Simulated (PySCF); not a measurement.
Gas-phase equilibrium of 1 mol GeF₄, 66 mol H₂ at 1800 K and 0.00133 bar, among 16 species (GeH₄, Ge₂H₆, F₂, GeF₂, GeF₃, F, H, GeH₃F, GeHF₃, HF, H₂, Ge₃H₈, GeH₃, GeH₂F₂, GeH₂, GeF₄). Only gases are allowed; each row takes one source of thermochemistry for all species, and Cantera finds the minimum.

Method: PySCF energies plus ideal-gas RRHO corrections (1 bar). † marks an energy on the PBE0/def2-TZVP geometry and frequencies; other levels use their own. MP2 freezes the core. 6-31G* has spherical d functions here. Open shells (unrestricted) among the columns below: F (multiplicity 2, electronic degeneracy 6), H (multiplicity 2); the rest are closed-shell singlets. Spin-orbit splitting is ignored; it lowers the true energy and changes the entropy of F. Ge: all electrons, no relativistic terms. GeH₂: computed as isolated molecules; such fragments, hydroxides, amides, oligomers or adducts are transient or little studied in the gas. MP2 isn't extrapolated to the basis-set limit. The harmonic model lacks anharmonicity and excited electronic states, which grow with temperature; levels with a mode under 35 cm⁻¹ are left out.

Molecules larger than those listed are left out, and so are free Ge atoms, whose spin-orbit terms are large. Also missing: (HF)n, which can matter at low temperature or high pressure. Table species left out: H2F2, H3F3, H4F4.

With HF/6-31G* thermochemistry: H₂ 0.57, H 0.40, HF 0.020, GeF₂ 0.012, F 0.0035, GeH₂ 1.4e-5.

Question: How far does the composition move with the other sources (MP2/def2-SVP†, PBE0/def2-SVP†, r2SCAN/def2-TZVP†, ωB97M-V/def2-TZVP†, ωB97X-V/def2-TZVP†)?

Answer: 
| thermochemistry | x H₂ | x H | x HF | x GeF₂ | x F | x GeH₂ |
|---|---|---|---|---|---|---|
| HF/6-31G* | 0.57 | 0.40 | 0.020 | 0.012 | 0.0035 | 1.4e-5 |
| MP2/def2-SVP† | 0.91 | 0.047 | 0.029 | 0.014 | 1.5e-7 | 2.8e-5 |
| PBE0/def2-SVP† | 0.93 | 0.027 | 0.029 | 0.014 | 3.2e-7 | 3.6e-5 |
| r2SCAN/def2-TZVP† | 0.94 | 0.013 | 0.029 | 0.015 | 1.7e-7 | 4.8e-6 |
| ωB97M-V/def2-TZVP† | 0.94 | 0.012 | 0.029 | 0.015 | 1.3e-7 | 1.4e-5 |
| ωB97X-V/def2-TZVP† | 0.94 | 0.013 | 0.029 | 0.015 | 1.6e-7 | 1.1e-5 |
The most sensitive of these is F: it spans a factor of 10^4.4 over these rows; at this temperature one factor of ten is RT ln 10 = 34 kJ/mol.
